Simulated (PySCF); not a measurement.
**Frontier levels across methods**

Compound: C₄H₇NSi.
SMILES with atom numbers: `[CH2:1]=[C:2]([CH3:3])[SiH2:4][C:5]#[N:6]` (hydrogens: H7, H8 on C1; H9, H10, H11 on C3; H12, H13 on Si4)

Structure used (PBE0-D3(BJ)/def2-SVP), in Å, numbered top down from 1:
```xyz
13
C4H7NSi angstrom
C     -1.104    1.593    0.454
C     -0.602    0.392    0.132
C     -1.388   -0.882    0.237
Si     1.160    0.303   -0.488
C      2.097   -0.895    0.594
N      2.634   -1.653    1.289
H     -2.136    1.705    0.809
H     -0.514    2.512    0.383
H     -1.455   -1.392   -0.738
H     -2.411   -0.695    0.597
H     -0.902   -1.589    0.929
H      1.843    1.621   -0.399
H      1.254   -0.255   -1.868
```

Basis pcSseg-1 throughout (PySCF), one geometry. One conformer (not necessarily the lowest) at the PBE0-D3(BJ)/def2-SVP geometry, without solvent, vibrations or thermal averaging.

**Question.** How do the orbital energies, the gap and the dipole change with the method?

**Answer.** 
```
   method                    kind  HOMO (eV)  LUMO (eV)  gap (eV)  μ (D)  SCF cycles
     BLYP                     GGA      -6.84      -1.71      5.14   3.81          16
    B97-D                     GGA      -6.95      -1.77      5.19   3.85          16
     OPBE                     GGA      -6.99      -1.79      5.21   3.80          16
      KT3                     GGA      -7.02      -1.82      5.20   3.79          16
      PBE                     GGA      -7.02      -1.88      5.14   3.82          16
      KT2                     GGA      -7.02      -1.87      5.16   3.85          16
     BP86                     GGA      -7.12      -1.97      5.14   3.87          15
      LDA                     LDA      -7.18      -2.09      5.09   3.93          15
    B97-2           global hybrid      -7.89      -0.95      6.94   3.94          14
    B3LYP           global hybrid      -7.91      -1.09      6.81   3.92          14
     PBE0           global hybrid      -8.15      -0.91      7.24   3.95          13
 mPW1PW91           global hybrid      -8.17      -0.92      7.25   3.97          14
BHandHLYP           global hybrid      -9.09       0.22      9.31   4.04          13
CAM-B3LYP  range-separated hybrid      -9.44       0.29      9.73   3.95          12
  wB97X-D  range-separated hybrid      -9.99       0.89     10.88   3.98          13
       HF            Hartree–Fock     -10.52       2.89     13.41   4.20          12
  LC-wPBE  range-separated hybrid     -10.86       1.39     12.25   3.97          13
```

The HOMO spans 4.02 eV, from BLYP down to LC-wPBE, and the gap runs from 5.09 eV (LDA) to 13.41 eV (HF). Over the methods BLYP (0 %), B97-D (0 %), OPBE (0 %), KT3 (0 %), PBE (0 %), KT2 (0 %), BP86 (0 %), LDA (0 %), B97-2 (21 %), B3LYP (20 %), PBE0 (25 %), mPW1PW91 (25 %), BHandHLYP (50 %), HF (100 %), a straight line through the gap against the share of exact exchange rises by 0.83 eV for each 10 % (correlation coefficient 1.000). The dipole ranges from 3.79 D (KT3) to 4.20 D (HF). This basis has no diffuse functions.
